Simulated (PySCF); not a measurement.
# From a computed spectrum to the compound

A species of 5 atoms with charge 1 has these harmonic modes (PBE0, small Gaussian bases with core potentials, PySCF 2.14.0):

| cm⁻¹ | km/mol | symmetry |
| --- | --- | --- |
| 76 | 0.3 | a |
| 105 | 0.5 | a |
| 202 | 62.4 | b |
| 342 | 6.8 | a |
| 357 | 27.5 | b |
| 408 | 67.8 | b |
| 429 | 3.0 | a |
| 2661 | 0.2 | a |
| 2661 | 35.2 | b |

Question: Which species is it, and in which structure?

Answer: [Tm(SH)2]+ (singlet in the valence; each metal's 4f electrons, 12 of them, lie in its core potential, out of spins and levels):
```xyz
5

Tm    0.0000    0.0000   -0.4359
S     1.8642   -0.0736    1.1445
H     2.8465   -0.2396    0.2200
S    -1.8642    0.0736    1.1445
H    -2.8465    0.2396    0.2200
```
Ideal gas at 298.15 K and 1 bar: S = 352.7 J/(mol K), Cp = 82.5 J/(mol K), H − H(0 K) = 18.8 kJ/mol (rigid rotor, harmonic modes, spin degeneracy alone, that of the 4f electrons in the core included). An lcecp potential fixes the number of 4f electrons, so in runs with it no electron can move into or out of that shell.
 Other answers can fit too; this one was computed.
